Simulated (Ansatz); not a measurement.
Reaction (ligand exchange at the Ag–N bond): `[SiH3][N]([SiH3])[Ag]` + H–F → `[F][Ag]` + `[SiH3]N[SiH3]`

Calculated with Ansatz (gas phase, PBE0-D4/def2-TZVP geometries, no zero-point term in ΔE). CBS: MP2 limit from def2 TZ/QZ plus the TZ coupled-cluster correction, frozen cores. This one scheme is used for every species. DFT in def2-TZVPP. HSE06 is defined as in plane-wave codes. def2 core potentials past Kr. For Ag outer-core shells are correlated without core-valence functions, which leaves a few kJ/mol of doubt a bond.

`[SiH3][N]([SiH3])[Ag]`:

Cartesian coordinates in Å:
```
Si -0.567 0.744 -1.237
N -0.326 0.209 0.363
Si 0.767 -0.963 0.943
Ag -1.274 1.316 1.811
H -2.020 0.886 -1.556
H 0.034 2.084 -1.519
H 0.031 -0.226 -2.200
H 0.127 -1.861 1.951
H 1.265 -1.805 -0.185
H 1.963 -0.382 1.629
```

H–F:

Cartesian coordinates in Å:
```
F 0.398 0.184 0.139
H -0.398 -0.184 -0.139
```

`[F][Ag]`:

Cartesian coordinates in Å:
```
F -0.873 -0.395 -0.260
Ag 0.873 0.395 0.260
```

`[SiH3]N[SiH3]`:

Z-matrix (Å, degrees):
```
Si
N 1 1.726
H 1 1.490 2 112.6
H 1 1.484 2 107.4 3 119.9
H 1 1.489 2 110.9 3 -120.0
Si 2 1.726 1 128.9 3 -109.8
H 2 1.011 1 115.5 3 66.2
H 6 1.490 2 112.6 1 109.8
H 6 1.484 2 107.4 1 -10.1
H 6 1.488 2 110.9 1 -130.1
```

CCSD(T)/CBS gives +0.06 eV.

(1) Another level gave +0.03 eV. Which?
A. BHLYP/def2-TZVPP
B. HSE06-D4/def2-TZVPP
C. ωB97M-V/def2-TZVPP
D. CCSD/def2-TZVPP

(2) What do rigid-rotor, harmonic-oscillator terms from PBE0-D4/def2-TZVP frequencies (298.15 K, 1 bar) make of the CCSD(T)/CBS value? (An estimate is asked.)

Largest T1 diagnostic among the species: 0.023, so the coupled-cluster value is less sure than usual.

Answers

(1) B. HSE06-D4 0.03, CCSD/def2-TZVPP 0.08, ωB97M-V -0.08, BHLYP -0.21 eV.

(2) Computed: ΔZPE = +0.07 eV, ΔH = +0.09 eV, ΔS = 12 J/(mol·K), ΔG = +0.05 eV. Modes under 50 cm⁻¹ make the entropy rough.

At CCSD(T), def2-SVP lies +0.04 eV from the extrapolated value and def2-TZVPP +0.10 eV. Leaving LDA and LC-ωPBE aside and taking each functional with its dispersion term where it has one, the values, not all of them listed here, spread over 0.23 eV, from ωB97X-V to PBE-QIDH. LDA lies +0.22 eV from PBE without D4.
